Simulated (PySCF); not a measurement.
# From computed data to an observable: oscillator strength and radiative lifetime

CH4BrClO2Si, SMILES O(C)[Si](O)(Br)Cl.

Geometry: B3LYP-D3(BJ)/def2-SVP. The values are those of a single conformer.

TDA-LC-ωPBE/def2-SVPD (PySCF) puts the first singlet state with f over 0.02 at 7.51 eV (vertical), with the transition dipole (0.030, 0.346, 0.078) in atomic units.

Question: Find the oscillator strength, the wavelength and the radiative lifetime that this transition would have in vacuum if emission retraced absorption.

Answer: 
|μ|² = 0.1267 au, so |μ| = 0.90 D. ΔE = 7.51/27.211 = 0.2760 hartree. f = (2/3) ΔE |μ|² = 0.023 (the program prints 0.023).
λ = 1239.84/7.51 = 165 nm; ν = 60572 cm⁻¹.
Einstein's coefficient A = 0.6670 ν² f s⁻¹ (ν in cm⁻¹) = 5.7e7 s⁻¹, so τ = 1/A = 18 ns. This state is S1. The figure is the radiative limit of this one transition; relaxation, internal conversion, crossing to triplets and a medium change what is measured.
